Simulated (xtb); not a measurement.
Input for xtb:
```
$ xtb mol.xyz --gfn 2 --uhf 1 --alpb acetone --json

# file mol.xyz
11

C      0.07166054    -1.07389880     0.75107332
C      1.21647703    -0.21911639     0.17752608
Si    -0.07160241     0.97363099    -0.59501866
C     -1.14255145    -0.50388412    -0.00456330
H     -0.03171157    -0.90288341     1.82284416
H      0.21309311    -2.14337808     0.59131516
H      1.82583574    -0.77478368    -0.53242339
H      1.88638902     0.18932069     0.93237250
H     -0.27982443     2.23653886     0.12751811
H     -1.99632117    -0.27937673     0.63267274
H     -1.48854371    -1.17487564    -0.78825468
```

What does this run give for the partial charges in atom order, dipole moment, total energy?


```yaml
partial_charges_in_atom_order: C1 -0.05, C2 -0.15, Si3 0.38, C4 -0.15, H5 0.00, H6 0.01, H7 0.01, H8 0.00, H9 -0.07, H10 0.00, H11 0.01
dipole_moment: 0.41 D
total_energy: -11.629664 Ha
```
